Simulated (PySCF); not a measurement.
Compound: C6H14N (doublet state).
Z-matrix (Å and degrees, GFN2-xTB geometry), rows numbered from 1:
```
C 
C   1  1.5413
C   2  1.4851  1  112.68
C   3  1.4828  2  120.43  1    90.27
C   3  1.4914  2  120.48  1   -83.49
C   5  1.5380  3  112.05  2   112.07
N   5  1.4693  3  109.10  2  -129.32
H   1  1.0871  2  110.37  3    61.23
H   1  1.0878  2  110.24  3  -178.82
H   1  1.0869  2  110.25  3   -58.77
H   2  1.0950  1  107.78  3  -121.77
H   2  1.0933  1  108.09  3   121.50
H   4  1.0971  3  111.65  2   -81.62
H   4  1.0876  3  109.72  2   158.94
H   4  1.0903  3  111.07  2    37.80
H   5  1.1068  3  108.54  2    -7.07
H   6  1.0863  5  110.36  3   -55.34
H   6  1.0881  5  110.18  3  -175.54
H   6  1.0853  5  109.46  3    64.98
H   7  1.0145  5  110.03  3    58.58
H   7  1.0146  5  110.13  3   177.56
```

The hyperfine couplings belong to this conformer and change with its torsions.

The species is `CC[C](C)[C@@H](C)N` [radical].

Method: PySCF, UKS B3LYP, pcH-1 on C H N, non-relativistic, mean-field spin-orbit, GIAO. Isolated species at its GFN2-xTB geometry (one conformer only). The geometry wasn't refined by DFT: couplings that depend on bond lengths, twists or pyramidal angles can differ widely from those at the functional's own minimum. Stability of the SCF solution: not tested.

(1) Break the g tensor into its mass correction, gauge correction and orbital-Zeeman/spin–orbit terms.

(2) How much does each term add to the isotropic shift?

(3) At 9.375 GHz, how far is the centre of the isotropic spectrum from where a free electron (g = 2.002319) resonates?

(4) In a frozen sample, at which fields do the three g values resonate at 9.5, 34, 94 and 263 GHz (hyperfine left aside), and which band first spreads them over more than twice a line width of 0.3 mT?

Answers

(1) 
```
                    Δg (ppm)     1     2     3
relativistic mass correction  -153  -153  -153
            gauge correction    -1    45    35
   orbital Zeeman/spin–orbit     0   391   711
                       total  -154   283   592
```

So g = 2.00217, 2.00260, 2.00291 and g_iso = 2.00256; the tensor is rhombic: the two nearest values differ by 41 % of g3 − g1. Axes: g2 points within 8° of the C3–C4 bond.

(2) The orbital-Zeeman/spin–orbit term 367, the mass correction -153 and the gauge correction 26 ppm, for a total of 240 ppm. The orbital-Zeeman/spin–orbit term is the largest in size. The mass correction is the same along every axis, so the anisotropy comes from the other two: their spans along these axes are 46 (gauge) and 710 ppm (orbital Zeeman/spin–orbit).

(3) B = hν/(g μB) with μB/h = 13.99624 MHz/mT gives 334.52 mT for the free electron and 334.48 mT at g_iso, 0.04 mT lower.

(4) 
```json
{"band": "X", "GHz": "9.5", "B(g3) mT": "338.88", "B(g2) mT": "338.94", "B(g1) mT": "339.01", "spread mT": "0.13"}
{"band": "Q", "GHz": "34.0", "B(g3) mT": "1212.85", "B(g2) mT": "1213.03", "B(g1) mT": "1213.30", "spread mT": "0.45"}
{"band": "W", "GHz": "94.0", "B(g3) mT": "3353.16", "B(g2) mT": "3353.68", "B(g1) mT": "3354.41", "spread mT": "1.25"}
{"band": "J", "GHz": "263.0", "B(g3) mT": "9381.72", "B(g2) mT": "9383.17", "B(g1) mT": "9385.22", "spread mT": "3.49"}
```

The spread grows in proportion to the frequency. W band is the first where it exceeds 0.6 mT.

The Mulliken spin populations are largest on C3 (+0.99), C4 (-0.08), C2 (-0.08) and C5 (-0.07). C3 is the only atom above +0.15. The angles at C3 add up to 359.7°, so it is planar.

The HOMO–LUMO gaps are 5.68 eV among the α and 5.42 eV among the β orbitals.
